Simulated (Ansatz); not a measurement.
Conformers of ClH$_{3}$S$_{3}$Ti (`[SH][Ti]([SH])([SH])[Cl]`), each relaxed with PBE0-D4/def2-TZVP in Ansatz. CBS adds the triple-zeta coupled-cluster correction to the MP2 limit.

Outer-core shells of Ti are correlated without core-valence functions. Scalar relativity is left out up to krypton.

Not all of them had a frequency check.

Conformer A:

Z-matrix (Å, degrees):
```
Ti
S 1 2.267
S 1 2.265 2 110.4
S 1 2.256 2 104.0 3 112.1
Cl 1 2.184 2 112.5 3 -124.6
H 2 1.351 1 90.3 3 79.1
H 3 1.348 1 90.3 2 23.0
H 4 1.351 1 90.1 2 71.8
```

Conformer B:

Z-matrix (Å, degrees):
```
Ti
S 1 2.273
S 1 2.273 2 108.9
S 1 2.273 2 108.9 3 118.7
Cl 1 2.174 2 110.0 3 -120.7
H 2 1.347 1 91.3 3 -16.5
H 3 1.347 1 91.3 2 102.4
H 4 1.347 1 91.3 2 -16.4
```

Q: Which is lowest in electronic energy at CCSD(T)/CBS (frozen core, def2 sets), and by how much? (An estimate is asked.)

A: The calculation gave: A; B lies 8.4 kJ/mol higher.

Q: Give the energies relative to A (kJ/mol) with B3LYP-D4/def2-TZVPP, ωB97X-V/def2-TZVPP, B2PLYP/def2-TZVPP, CCSD/def2-TZVPP, CCSD(T)/def2-TZVPP, HF/def2-QZVPP, HF/CBS(def2). (Estimate.)

A: Computed: 
| level | B |
| --- | --- |
| B3LYP-D4/def2-TZVPP | 7.9 |
| ωB97X-V/def2-TZVPP | 7.8 |
| B2PLYP/def2-TZVPP | 8.3 |
| CCSD/def2-TZVPP | 8.4 |
| CCSD(T)/def2-TZVPP | 8.4 |
| HF/def2-QZVPP | 7.2 |
| HF/CBS(def2) | 7.2 |

B3LYP here is the variant with VWN-RPA as its local correlation; programs differ in this.
